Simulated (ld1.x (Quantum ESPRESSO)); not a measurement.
## Mn (Z = 25): one change to a TM potential, before and after

ld1.x (Quantum ESPRESSO) 7.5 input, shortened:

```
&input
   title='Mn', zed=25., rel=1, dft='PBE', iswitch=3,
   config='[Ar] 3d5 4s2 4p0'
 /
 &inputp
   pseudotype=2, tm=.true., lloc=0,
   nlcc=.false.
 /
3
3P  2  1   6.00   0.00  1.25  1.25  0.0
3D  3  2   5.00   0.00  1.00  1.00  0.0
3S  1  0   2.00   0.00  0.95  0.95  0.0
 &test
   configts(1)='3s2 3p6 3d5 4s2 4p0'
 /
```

Occupied shells without a wave of their own: 4s. They enter only through the test configuration that unscreens the potential.

Change: local potential all-electron potential smoothed inside 1.00 bohr (lloc = -1).

Cutoffs: the cutoffs (Ry, on a coarse ladder) from which the occupation-weighted sum of valence levels, in a spherical-Bessel basis at the reference potential, stays within 10 and 1 mRy of its value at 400 Ry; they do not see the model core or the augmentation charge, which bear on the density cutoff. Errors are all-electron minus pseudo energies relative to the spin-unpolarised reference configuration.

How do hardness, ghosts and transferability respond?

The potential gets neither clearly harder nor softer (180 Ry and 300 Ry → 180 Ry and 300 Ry); the errors of the 7 common tests hardly move; neither file shows a bound ghost.

| quantity | base | changed |
| --- | --- | --- |
| cutoff, loose | 180 Ry | 180 Ry |
| cutoff, tight | 300 Ry | 300 Ry |
| bound ghosts | none | none |
| largest miss of a reference level, eV | 0.09 | 0.08 |
| error for 3s2 3p6 3d5 4s1 4p0, meV [ΔE 8.42 eV] | -120 | -110 |
| error for 3s2 3p6 3d5 4s0 4p0, meV [ΔE 24.01 eV] | -310 | -284 |
| error for 3s2 3p6 3d4 4s0 4p0, meV [ΔE 56.53 eV] | -475 | -442 |
| error for 3s2 3p6 3d6 4s0 4p0, meV [ΔE 6.81 eV] | -178 | -162 |
| error for 3s2 3p6 3d4 4s2 4p0, meV [ΔE 13.19 eV] | +13 | +14 |
| error for 3s2 3p6 3d3 4s0 4p0, meV [ΔE 107.30 eV] | -633 | -599 |
| error for 3s2 3p6 3d5.5 4s1.5 4p0, meV [ΔE -0.48 eV] | -37 | -34 |
| s: phases at 1.35 bohr within 0.05 rad from the reference energy up to (Ry; the scan ends near 5) | 3.2 | 3.2 |
| p: phases at 1.35 bohr within 0.05 rad from the reference energy up to (Ry; the scan ends near 5) | to the end of the scan | to the end of the scan |
| d: phases at 1.35 bohr within 0.05 rad from the reference energy up to (Ry; the scan ends near 5) | to the end of the scan | to the end of the scan |

Base: The 4s level has no wave, so the channel is fitted at the deeper level alone: the likely source of the large errors. Changed file: The 4s level has no wave, so the channel is fitted at the deeper level alone: the likely source of the large errors.
